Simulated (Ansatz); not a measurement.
Relaxation of BFH5NO (9 atoms, charge 0, multiplicity 1), to a largest force component of 0.03 eV/Å in at most 50 steps.

Method: RHF/def2-SVP (Ansatz 0.2.0).

```xyz
9
Properties=species:S:1:pos:R:3
B 0.214 0.567 -0.269
H -0.244 -0.379 1.891
O 1.381 -0.084 -0.419
H 1.282 -0.944 -0.796
F -0.915 -0.010 -0.669
N 0.160 1.913 0.311
H 0.980 2.400 0.604
H -0.696 2.417 0.408
H -0.225 0.332 1.900
```

Question: Where does it end, and by what steps?

Answer: The forces met the threshold. The force dipped under the threshold on the way, but the program's further checks kept it going. After 21 steps the energy has fallen by 0.388 eV; H2 moved furthest, 1.65 Å.

| step | energy less start (eV) | largest force component (eV/Å) | accepted |
| --- | --- | --- | --- |
| 0 | 0.0000 | 2.366 | yes |
| 1 | -0.2418 | 0.972 | yes |
| 2 | -0.3231 | 0.277 | yes |
| 3 | -0.3543 | 0.234 | yes |
| 4 | -0.3647 | 0.110 | yes |
| 5 | -0.3701 | 0.116 | yes |
| 6 | -0.3718 | 0.183 | yes |
| 7 | -0.3735 | 0.219 | yes |
| 8 | -0.3743 | 0.389 | yes |
| 9 | -0.3771 | 0.284 | yes |
| 10 | -0.3809 | 0.020 | yes |
| 11 | -0.3761 | 0.538 | no |
| 12 | -0.3830 | 0.062 | yes |
| 13 | -0.3843 | 0.154 | yes |
| 14 | -0.3854 | 0.128 | yes |
| 15 | -0.3868 | 0.056 | yes |
| 16 | -0.3874 | 0.074 | yes |
| 17 | -0.3878 | 0.122 | yes |
| 18 | -0.3881 | 0.037 | yes |
| 19 | -0.3882 | 0.011 | yes |
| 20 | -0.3884 | 0.010 | yes |
| 21 | -0.3884 | 0.010 | yes |

```xyz
9
Properties=species:S:1:pos:R:3
B 0.331 0.653 -0.719
H -0.653 -0.111 3.470
O 1.530 0.085 -0.972
H 1.505 -0.587 -1.636
F -0.739 0.242 -1.405
N 0.181 1.657 0.243
H 0.952 2.013 0.766
H -0.694 2.102 0.422
H -0.476 0.157 2.795
```

Whether the end is a true minimum wasn't checked by a vibrational analysis.

The run took 32 s on 1 thread of Arm Neoverse V1, on a shared host, peak memory 0.13 GiB.
